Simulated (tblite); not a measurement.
Input of a run (GFN2-xTB geometry optimisation, gas phase (tblite 0.8.0)), started from a force field or distance geometry:
```
{"job": {"kind": "relax", "xc": "GFN2-xTB", "basis": "xTB"}, "charge": 0, "multiplicity": 1}
C      3.119300     1.070100    -0.194500
C      1.915900     1.104000    -0.817500
Si     0.835300    -0.348300    -1.113300
Si    -0.859500    -0.389900     0.497600
C     -2.042700    -1.763500     0.111800
P      0.064500    -0.866100     2.493500
O     -1.582100     1.091900     0.685700
C     -2.213700     1.741800    -0.306800
O     -2.336800     1.359900    -1.465200
H      3.547800     0.155900     0.195500
H      3.684100     1.984000    -0.069400
H      1.526700     2.036500    -1.183300
H      0.252300    -0.251100    -2.474400
H      1.623700    -1.601000    -1.024300
H     -2.836000    -1.824300     0.859600
H     -2.528200    -1.594700    -0.851100
H     -1.537200    -2.729700     0.063400
H      0.874900    -1.951300     2.067900
H      1.105800     0.098700     2.439700
H     -2.619300     2.687700     0.082100
```

Output (eV, eV/Å):
```
step      E/eV     max force
  0    -768.86825    2.794
  1    -768.99576    3.042
  2    -769.07766    0.606
  3    -769.09919    0.694
  4    -769.12537    0.477
  5    -769.14308    0.341
  6    -769.15389    0.211
  7    -769.16251    0.274
  8    -769.17014    0.236
  9    -769.17802    0.223
 10    -769.18619    0.271
 11    -769.19487    0.235
 12    -769.20337    0.196
 13    -769.21023    0.159
 14    -769.21482    0.146
 15    -769.21807    0.142
 16    -769.22090    0.141
 17    -769.22407    0.138
 18    -769.22788    0.145
 19    -769.23181    0.141
 20    -769.23525    0.138
 21    -769.23821    0.111
 22    -769.24075    0.118
 23    -769.24262    0.096
 24    -769.24388    0.069
 25    -769.24486    0.070
 26    -769.24586    0.071
 27    -769.24699    0.081
 28    -769.24812    0.080
 29    -769.24917    0.091
 30    -769.25022    0.081
 31    -769.25133    0.087
 32    -769.25234    0.067
 33    -769.25311    0.062
 34    -769.25367    0.065
 35    -769.25412    0.058
 36    -769.25453    0.048
 37    -769.25486    0.037
 38    -769.25516    0.041
 39    -769.25547    0.049
 40    -769.25583    0.057
 41    -769.25621    0.059
 42    -769.25657    0.055
 43    -769.25690    0.041
 44    -769.25719    0.050
 45    -769.25747    0.048
 46    -769.25774    0.038
 47    -769.25801    0.042
 48    -769.25825    0.033
 49    -769.25844    0.034
 50    -769.25861    0.032
 51    -769.25878    0.033
 52    -769.25898    0.032
 53    -769.25921    0.033
 54    -769.25941    0.032
 55    -769.25957    0.027
 56    -769.25973    0.029
 57    -769.25990    0.030
 58    -769.26008    0.032
 59    -769.26023    0.028
 60    -769.26032    0.019
 61    -769.26040    0.023
 62    -769.26051    0.026
 63    -769.26065    0.035
 64    -769.26082    0.035
 65    -769.26097    0.023
 66    -769.26110    0.025
 67    -769.26123    0.031
 68    -769.26141    0.044
 69    -769.26163    0.044
 70    -769.26181    0.029
 71    -769.26192    0.025
 72    -769.26203    0.029
 73    -769.26221    0.042
 74    -769.26252    0.057
 75    -769.26294    0.053
 76    -769.26328    0.086
 77    -769.26352    0.051
 78    -769.26376    0.048
 79    -769.26408    0.046
 80    -769.26461    0.064
 81    -769.26551    0.098
 82    -769.26638    0.140
 83    -769.26730    0.119
 84    -769.26799    0.359
 85    -769.26904    0.181
 86    -769.27100    0.126
 87    -769.27347    0.354
 88    -769.27432    0.141
 89    -769.27675    0.160
 90    -769.27838    0.347
 91    -769.27960    0.127
 92    -769.28074    0.060
 93    -769.28135    0.053
 94    -769.28166    0.065
 95    -769.28215    0.072
 96    -769.28289    0.061
 97    -769.28368    0.078
 98    -769.28494    0.094
 99    -769.28622    0.109
100    -769.28737    0.080
101    -769.28810    0.079
102    -769.28852    0.055
103    -769.28891    0.122
104    -769.28921    0.080
105    -769.28943    0.038
106    -769.28958    0.033
107    -769.28987    0.082
108    -769.29021    0.097
109    -769.29052    0.072
110    -769.29069    0.033
111    -769.29080    0.023
112    -769.29090    0.022
113    -769.29103    0.019
114    -769.29118    0.022
115    -769.29133    0.027
116    -769.29148    0.052
117    -769.29163    0.062
118    -769.29180    0.056
119    -769.29199    0.035
120    -769.29217    0.028
121    -769.29233    0.023
122    -769.29247    0.030
123    -769.29261    0.032
124    -769.29275    0.030
125    -769.29285    0.021
126    -769.29289    0.012
127    -769.29292    0.012
128    -769.29294    0.011
129    -769.29298    0.017
130    -769.29304    0.022
131    -769.29309    0.020
132    -769.29313    0.019
133    -769.29317    0.019
134    -769.29323    0.021
135    -769.29328    0.030
136    -769.29333    0.028
137    -769.29339    0.023
138    -769.29346    0.022
139    -769.29355    0.021
140    -769.29366    0.028
141    -769.29377    0.030
142    -769.29385    0.021
143    -769.29391    0.016
144    -769.29395    0.017
145    -769.29401    0.025
146    -769.29408    0.029
147    -769.29415    0.021
148    -769.29420    0.015
149    -769.29422    0.011
150    -769.29424    0.014
151    -769.29426    0.015
152    -769.29429    0.011
153    -769.29431    0.011
154    -769.29434    0.008
```

Question: Summarise the run.

Answer: The energy falls by 41.1 kJ/mol over 154 L-BFGS steps, the largest force on an atom goes from 2.79 to 0.008 eV/Å, and the atoms move by 0.387 Å rms after alignment. The bond that changes most is Si4–C5 (oxygen-bound silicon to Si-methyl carbon), which lengthens by 0.061 Å. Bonds longer at the end by more than 0.005 Å: 6 of 19; shorter: 7. Among the angles that change most is Si3–Si4–P6, from 108.5° to 124.3°. Among the dihedrals that turn most is Si3–Si4–O7–C8, from 60° to 17°. The energy never rose by more than 1e-5 eV on the way. The first step brought 30 % of the lowering.

Question: What are the final bond lengths?

Answer: C1=C2 1.324 Å, C2–Si3 1.886 Å, Si3–Si4 2.349 Å, Si4–C5 1.914 Å, Si4–P6 2.254 Å, Si4–O7 1.716 Å, O7–C8 1.293 Å, C8=O9 1.201 Å, C1–H10 1.079 Å, C1–H11 1.080 Å, C2–H12 1.083 Å, Si3–H13 1.463 Å, Si3–H14 1.480 Å, C5–H15 1.088 Å, C5–H16 1.087 Å, C5–H17 1.086 Å, P6–H18 1.384 Å, P6–H19 1.387 Å, C8–H20 1.106 Å. Numbering counts from 1 in the input's order; the species is `C([SiH2][Si@@](C)(P)OC=O)=C`.

Hardware: an Arm Neoverse N1 with one thread, shared host with 64 logical CPUs at a one-minute load of 53. Cost: 2.9 s wall.

Its lowest GFN2-xTB frequency is 14 cm⁻¹, too small to tell a flat minimum from a shallow saddle. One conformer, not necessarily the lowest.

The numbers are calculated, not measured.
